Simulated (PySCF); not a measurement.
Compound: C6H12Ge.
Structure used (PBE0-D3(BJ)/def2-SVP), in Å, numbered top down from 1:
```xyz
19
C6H12Ge angstrom
C     -1.0451    1.3019    0.7820
C     -0.8886    0.1995    0.0391
C     -1.7335   -0.0822   -1.1674
C      0.1536   -0.8313    0.3140
C      1.3018   -0.6243    1.2431
C      1.5575   -0.6561   -0.2414
Ge     2.0727    0.9688   -1.1867
H     -0.4370    1.4877    1.6703
H     -1.7942    2.0552    0.5238
H     -2.4685    0.7135   -1.3503
H     -2.2765   -1.0349   -1.0483
H     -1.1032   -0.1894   -2.0659
H     -0.2268   -1.8581    0.2485
H      1.6297   -1.4777    1.8427
H      1.3930    0.3365    1.7575
H      2.0316   -1.5640   -0.6293
H      3.4556    0.7399   -1.8309
H      1.0702    1.3189   -2.3035
H      2.1727    2.1550   -0.2106
```

All values: wB97X-D/def2-SVPD (PySCF, non-relativistic), on one gas-phase PBE0-D3(BJ)/def2-SVP geometry that isn't relaxed in the solvent. The solvent is an IEF-PCM continuum (Bondi radii, 1.10 Å for H, scaled by 1.2), and excitations are vertical TDDFT with non-equilibrium linear response and a frozen core. Only the electrostatic response of the medium enters. Spin–orbit coupling is left out although an atom past zinc is present.

Gas-phase singlets (H = HOMO, L = LUMO):

```
state  E (eV)  λ (nm)      f  leading configurations
   S1   6.700     185  0.212      H→L 78%, H→L+1 13%
   S2   7.133     174  0.028    H→L+1 60%, H→L+3 15%
   S3   7.529     165  0.022  H-1→L 66%, H-1→L+1 21%
   S4   7.755     160  0.030    H→L+4 45%, H→L+5 24%
   S5   7.765     160  0.002    H→L+3 60%, H→L+1 10%
```

Q: How does the list change in cyclohexane (ε = 2.017)?

A: 
```
state  E (eV)  λ (nm)      f  leading configurations  change by rank (eV)
   S1   6.577     189  0.298      H→L 74%, H→L+1 18%               -0.123
   S2   7.121     174  0.036    H→L+1 54%, H→L+3 19%               -0.012
   S3   7.497     165  0.027  H-1→L 63%, H-1→L+1 25%               -0.032
   S4   7.740     160  0.004    H→L+3 58%, H→L+1 12%               -0.015
   S5   7.793     159  0.038    H→L+4 43%, H→L+5 26%               +0.028
```

Q: How does the list change in acetone (ε = 20.49)?

A: 
| state | E (eV) | λ (nm) | f | leading configurations | change by rank (eV) |
| --- | --- | --- | --- | --- | --- |
| S1 | 6.575 | 189 | 0.282 | H→L 74%, H→L+1 19% | -0.125 |
| S2 | 7.140 | 174 | 0.043 | H→L+1 50%, H→L+3 24% | +0.007 |
| S3 | 7.458 | 166 | 0.028 | H-1→L 63%, H-1→L+1 25% | -0.071 |
| S4 | 7.739 | 160 | 0.006 | H→L+3 59%, H→L+1 14% | -0.016 |
| S5 | 7.829 | 158 | 0.024 | H→L+2 72% | +0.064 |

Q: The ground-state energy changes by -0.083 eV from gas to acetone. By how much does the total energy of gas-phase S1 change?

A: E(S1) = E(S0) + excitation energy, so it changes by -0.083 − 0.125 = -0.208 eV: it is lowered more than the ground state, which is what a red shift means. This is the vertical state, with the slow part of the continuum still set for S0.

Q: How do the frontier levels move from gas to acetone?

A: 
```csv
orbital,gas (eV),solvent (eV),change (eV),"Löwdin shares, gas","Löwdin shares, solvent"
LUMO+2,2.57,2.62,+0.05,"Ge7 37 %, C6 11 %, H18 10 %, H17 8 %","Ge7 38 %, C6 11 %, H18 10 %, H19 8 %"
LUMO+1,2.05,2.11,+0.06,"Ge7 25 %, C1 11 %, C2 8 %, C3 6 %","Ge7 27 %, C1 13 %, C2 10 %, H17 6 %"
LUMO,1.85,1.87,+0.02,"Ge7 22 %, C1 19 %, C2 18 %, H19 6 %","Ge7 25 %, C1 17 %, C2 17 %, H19 6 %"
HOMO,-8.85,-8.81,+0.04,"C1 33 %, C2 27 %, C6 9 %, C4 9 %","C1 33 %, C2 26 %, C6 9 %, C4 9 %"
HOMO-1,-10.05,-9.96,+0.09,"C5 24 %, C6 20 %, Ge7 15 %, C4 15 %","C5 25 %, C6 20 %, C4 15 %, Ge7 14 %"
HOMO-2,-10.45,-10.38,+0.07,"C6 19 %, Ge7 16 %, C4 14 %, H18 10 %","C6 20 %, C4 14 %, Ge7 14 %, C5 10 %"
HOMO-3,-10.78,-10.70,+0.08,"C6 22 %, Ge7 21 %, H19 15 %, H16 10 %","C6 23 %, Ge7 19 %, H19 12 %, H16 10 %"
```

The HOMO–LUMO gap goes from 10.70 to 10.68 eV.

On one thread of an Arm Neoverse V1, no GPU, shared host, this took 71 s and 1.4 GiB of memory at its peak. This is the whole response run at wB97X-D/def2-SVPD in acetone, SCF included.

wB97X-D is run here without its empirical dispersion term; that term would change no orbital, density or response property at a fixed geometry.
